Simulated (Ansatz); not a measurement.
Consider the formal exchange of groups at a Ge–Cl bond: `[Cl][GeH]([Cl])[Cl]` + `C=C(I)NC` → `C[NH][GeH]([Cl])[Cl]` + `C=C(Cl)I`.

Program: Ansatz. Geometries: PBE0-D4/def2-TZVP. ΔE: electronic, gas phase. CCSD(T)/CBS is the MP2 limit (def2-TZVPP, def2-QZVPP) plus CCSD(T) − MP2 in def2-TZVPP, frozen cores. def2 core potentials past Kr. For Ge, I outer-core shells are correlated without core-valence functions, which leaves a few kJ/mol of doubt a bond. Scalar relativity is left out up to krypton. One conformer a species, not always the lowest.

| species | MP2/def2-TZVPP energy (Eh) |
| --- | --- |
| `[Cl][GeH]([Cl])[Cl]` | -3455.43656 |
| `C=C(I)NC` | -469.44937 |
| `C[NH][GeH]([Cl])[Cl]` | -3090.77905 |
| `C=C(Cl)I` | -834.07265 |

(1) Work out ΔE.

Largest T1 diagnostic among the species: 0.010.

Answers

(1) ΔE = (-3090.77905) + (-834.07265) − (-3455.43656) − (-469.44937) = 0.03423 Eh = +21.5 kcal/mol. CCSD(T)/CBS gives +20.4 kcal/mol.

In def2-TZVPP, CCSD(T) changes the Hartree–Fock value by −2.7 kcal/mol (the triples alone add −0.2 kcal/mol) and MP2 by −1.9 kcal/mol. From PBE to PBE0 (25 % exact exchange), in def2-TZVPP and without D4, ΔE moves by +0.9 kcal/mol.
